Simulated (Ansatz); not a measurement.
`C[O][GaH][SeH]`, charge 0, multiplicity 1.

Task: Give a relaxed structure at PBE0-D4/def2-TZVP (Ansatz 0.2.0). (Estimate.)

Result: The calculation gave: 
Cartesian coordinates in Å:
```
C -0.202 -0.245 -1.556
O 0.423 -0.246 -0.298
Ga -0.353 0.400 1.169
Se 0.975 0.232 3.054
H 0.396 0.334 -2.269
H -0.281 -1.270 -1.934
H -1.213 0.186 -1.540
H -1.788 1.004 1.112
H 2.042 -0.395 2.261
```
Point group Cs.
This is one stationary point; other conformers may exist.
